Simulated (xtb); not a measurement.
xtb input:

```bash
xtb mol.xyz --gfn 2 --ohess tight --chrg -1 --uhf 0
```
mol.xyz:
```
4

C     -0.03587874     0.02541021    -0.01513948
N      1.11887679    -0.47728532    -0.01988074
H     -0.91336854    -0.64419225    -0.05827972
H     -0.20492832     1.10504984     0.07990558
```

**Question.** Predict the final energy.

**Answer.** -6.15382 Eh (GFN2-xTB).

It need not be the lowest isomer of its formula. Whether it binds its extra electron was not tested at this geometry.
